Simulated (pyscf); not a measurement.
## Cl–GeH•–Cl, doublet

Gas-phase minimum from PySCF at ωB97X-D3(BJ)/def2-SVP, one conformer. 

```xyz
4

Cl     1.8466    -0.9793    -0.5723
Ge    -0.1670    -0.2259    -0.4234
Cl    -0.0969     1.9021    -0.7561
H     -0.9853    -0.8522    -1.5830
```
Charge 0, spin multiplicity 2.

Bonds (Å): Cl1–Ge2 2.155, Ge2–Cl3 2.155, Ge2–H4 1.551. Bond angles (°): Cl1–Ge2–Cl3 107.7, Cl1–Ge2–H4 107.5, Cl3–Ge2–H4 107.5.

Properties at ωB97X-D3(BJ)/def2-SVP:

```yaml
harmonic_wavenumbers_unscaled: 144, 426, 445, 603, 676, 2076 cm⁻¹
zero_point_energy: 6.2 kcal/mol
rotational_symmetry_number: 1
Entropy of this conformer at 298 K and 1 atm, rigid rotor and harmonic oscillator, modes under 100 cm⁻¹ raised to 100: 309.7 J/(mol K)
dipole_moment: 1.91 D
Spin expectation value S2: 0.753
```

Single-point totals, which compare only within one level (frozen core for MP2 and CC):

```csv
level,total energy (hartree)
ωB97X-D3(BJ)/def2-TZVP,-2998.04354
PBE/def2-TZVP,-2997.39103
r²SCAN/def2-TZVP,-2998.01362
B3LYP-D3(BJ)/def2-TZVP,-2998.16361
PBE0-D3(BJ)/def2-TZVP,-2997.52060
M06-2X/def2-TZVP,-2998.05811
ωB97M-D3(BJ)/def2-TZVP,-2998.19981
UHF/def2-TZVPP,-2995.03695
MP2/def2-TZVPP,-2995.64051
CCSD/def2-TZVPP,-2995.67444
CCSD(T)/def2-TZVPP,-2995.70124
```

The CCSD(T) − MP2 part came from Ansatz, without density fitting, on the same reference. The frozen core leaves the outer d or s,p core shells of the metals and heavy elements correlated in the MP2 and CC values, and def2-TZVPP describes them poorly, so these totals are far from the basis limit. Elements up to Kr have no core potential and no relativistic terms here.
